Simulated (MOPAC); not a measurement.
Input for MOPAC: PM3 on GaGe, 2S+1 = 4, a spin state set in the input, which need not be the lowest, a point of a bond scan (R = 2.546 Å).

```
PM3 1SCF PRECISE CHARGE=0 UHF MS=1.5 THREADS=1
GaGe

Ga     0.00000000 1     0.00000000 1     0.00000000 1
Ge     0.00000000 1     0.00000000 1     2.54584900 1
```

It printed:

```
*******************************************************************************
 **                                                                           **
 **                              MOPAC v23.2.5                                **
 **                                                                           **
 *******************************************************************************
 ** MOPAC's Digital Object Identifier: https://doi.org/10.5281/zenodo.6511958 **
 **                                                                           **
 ** Please cite the open-source release paper for use of this MOPAC version:  **
 ** J. E. Moussa and J. J. P. Stewart (2026)                                  **
 ** MOPAC: An open-source semiempirical molecular orbital program             **
 ** J. Open Source Softw., 11(119), 8025, https://doi.org/10.21105/joss.08025 **
 *******************************************************************************

                              PM3 CALCULATION RESULTS

 *******************************************************************************
 *  PM3        - The PM3 Hamiltonian to be used
 *  UHF        - UNRESTRICTED HARTREE-FOCK CALCULATION
 *
 *
 *
 *                 CHARGE ON SYSTEM = 0
 *
 *
 *
 *  MS=        - IN MECI, MAGNETIC COMPONENT OF SPIN =  1.5
 *  PRECISE    - TIGHTER CRITERIA TO BE USED
 *  1SCF       - DO 1 SCF AND THEN STOP
 *  THREADS=1  - MULTI-THREADING NOT USED
 *  T=         - A TIME OF 172800.0 SECONDS REQUESTED
 *  DUMP=N     - RESTART FILE WRITTEN EVERY 7200.0 SECONDS REQUESTED
 *******************************************************************************
PM3 1SCF PRECISE CHARGE=0 UHF MS=1.5 THREADS=1
 GaGe

   ATOM   CHEMICAL          X               Y               Z
  NUMBER   SYMBOL      (ANGSTROMS)     (ANGSTROMS)     (ANGSTROMS)

     1      Ga          0.00000000  *   0.00000000  *   0.00000000  *
     2      Ge          0.00000000  *   0.00000000  *   2.54584900  *



          CARTESIAN COORDINATES

    NO.       ATOM           X           Y           Z

     1        Ga          0.0000      0.0000      0.0000
     2        Ge          0.0000      0.0000      2.5458

 Ga: (PM3): J. J. P. STEWART, J. COMP. CHEM. 12, 320-341 (1991).
 Ge: (PM3): J. J. P. STEWART, J. COMP. CHEM. 12, 320-341 (1991).

           Empirical Formula: Ga Ge  =     2 atoms



      MOLECULAR POINT GROUP   :   C*v


          UHF CALCULATION, NO. OF ALPHA ELECTRONS =    5
                           NO. OF BETA  ELECTRONS =    2

 -------------------------------------------------------------------------------
 PM3 1SCF PRECISE CHARGE=0 UHF MS=1.5 THREADS=1
 GaGe



     1SCF WAS SPECIFIED, SO BFGS WAS NOT USED
     SCF FIELD WAS ACHIEVED


                              PM3 CALCULATION
                                                       MOPAC v23.2.5 Linux




          FINAL HEAT OF FORMATION =        128.56423 KCAL/MOL =     537.91274 KJ/MOL


          COSMO AREA              =        104.78 SQUARE ANGSTROMS
          COSMO VOLUME            =         93.65 CUBIC ANGSTROMS

          IONIZATION POTENTIAL    =          6.180673 EV
          ALPHA SOMO LUMO (EV)    =         -6.181 -1.531
          BETA  SOMO LUMO (EV)    =        -10.030 -1.544
          NO. OF ALPHA ELECTRONS  =          5
          NO. OF BETA  ELECTRONS  =          2
          MOLECULAR WEIGHT        =        142.3250         POINT GROUP:  C*v

          MOLECULAR DIMENSIONS (Angstroms)

            Atom       Atom       Distance
           Ge     2   Ga     1     2.54585
           Ge     2   Ga     1     0.00000
           Ga     1   Ge     2     0.00000


          SCF CALCULATIONS        =          1





   ATOM   CHEMICAL          X               Y               Z
  NUMBER   SYMBOL      (ANGSTROMS)     (ANGSTROMS)     (ANGSTROMS)

     1      Ga          0.00000000  *   0.00000000  *   0.00000000  *
     2      Ge          0.00000000  *   0.00000000  *   2.54584900  *

                             CARTESIAN COORDINATES

   1   Ga        0.000000000     0.000000000     0.000000000
   2   Ge        0.000000000     0.000000000     2.545849000


           Empirical Formula: Ga Ge  =     2 atoms



      MOLECULAR POINT GROUP   :   C*v


          ALPHA EIGENVALUES
 -15.33144 -12.39975  -7.34716  -7.05684  -6.18067  -1.53108  -1.45348  -0.21461


           BETA EIGENVALUES
 -13.15270 -10.02978  -1.54436  -1.44576  -1.32997   0.56432   1.01645   1.11048


              NET ATOMIC CHARGES AND DIPOLE CONTRIBUTIONS

  ATOM NO.   TYPE          CHARGE      No. of ELECS.   s-Pop       p-Pop
    1         Ga          -0.161938        3.1619     1.93643     1.22551
    2         Ge           0.161938        3.8381     1.85223     1.98583
 DIPOLE           X         Y         Z       TOTAL
 POINT-CHG.     0.000     0.000     1.980     1.980
 HYBRID        -0.000     0.000    -0.066     0.066
 SUM           -0.000     0.000     1.914     1.914


          ATOMIC ORBITAL ELECTRON POPULATIONS

     Atom    s        px        py        pz
    1 Ga   1.93643   1.00000   0.07741   0.14810
    2 Ge   1.85223   1.00000   0.92259   0.06324


                    (SZ)    =    1.500000
                    (S**2)  =    3.797244


          ATOMIC ORBITAL SPIN POPULATIONS

    Atom   Total    s     px     py     pz
         Atomic
    1 Ga  1.0119  0.000  1.000  0.077 -0.066
    2 Ge  1.9881  0.065  1.000  0.923 -0.000

 **********************
 *                    *
 * JOB ENDED NORMALLY *
 *                    *
 **********************




 == MOPAC DONE ==
```

The run finished.

Cost: very roughly 0.020 core-seconds.
